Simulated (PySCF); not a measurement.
## Magnetic susceptibility: `FC[C@@H]1OC(Cl)=C[C@@H]1Cl`, C5H5Cl2FO

Cartesian coordinates in Å; atom numbers follow the order of the lines, from 1:
```xyz
14

F    -2.6047   -0.0628    1.3021
C    -1.8414   -0.0856    0.1683
C    -0.3728   -0.2792    0.5380
O     0.1878    0.9584    0.9850
C     1.3984    1.0896    0.3982
Cl    2.3082    2.4272    0.8906
C     1.7188    0.1259   -0.4673
C     0.5456   -0.7787   -0.5978
Cl   -0.1998   -0.5747   -2.2423
H    -1.9906    0.8666   -0.3474
H    -2.1995   -0.9192   -0.4422
H    -0.3243   -0.9795    1.3833
H     2.6056    0.0536   -1.0599
H     0.7681   -1.8420   -0.5307
```

The calculation used GIAO B3LYP/pcSseg-1 magnetisability, rotational g tensor and spin-rotation constants, non-relativistic, gas phase (PySCF 2.14.0). Geometry: GFN2-xTB.

Task: How diamagnetic is it, and how anisotropic?

Result: Isotropic -1482 × 10⁻³⁰ J/T², or -89.3 × 10⁻⁶ cm³/mol; principal values -1605, -1448, -1394 × 10⁻³⁰ J/T², anisotropy 190 × 10⁻³⁰ J/T² (root of half the summed squared differences of the principal values). The susceptibility is in cgs units.

Task: Split it along the inertial axes a, b, c into diamagnetic and paramagnetic parts about the centre of mass, with the quadrupole moment.

Result: 
| axis | χ (10⁻⁶ cm³/mol) | diamagnetic (10⁻⁶ cm³/mol) | paramagnetic (10⁻⁶ cm³/mol) | summed x² of all electrons (Å²) | quadrupole Θ (D Å) |
| --- | --- | --- | --- | --- | --- |
| a | -89.4 | -854.3 | 764.9 | 303.6 | +2.08 |
| b | -89.9 | -1436.8 | 1346.9 | 166.3 | -8.75 |
| c | -88.5 | -1993.8 | 1905.4 | 35.0 | +6.67 |

Anisotropies 2χaa − χbb − χcc = -0.5 and 2χbb − χaa − χcc = -1.9 × 10⁻⁶ cm³/mol. Θ is traceless in Buckingham's convention.

Task: And the rotational g tensor?

Result: 
```tsv
axis	rotational constant (GHz)	g	nuclear part	electronic part
a	1.4899	-0.0214	0.5140	-0.5354
b	0.8181	-0.0091	0.5085	-0.5177
c	0.5713	-0.0092	0.5022	-0.5114
```
Asymmetric top; isotopes 12C, 35Cl, 19F, 1H, 16O; no vibrational averaging.
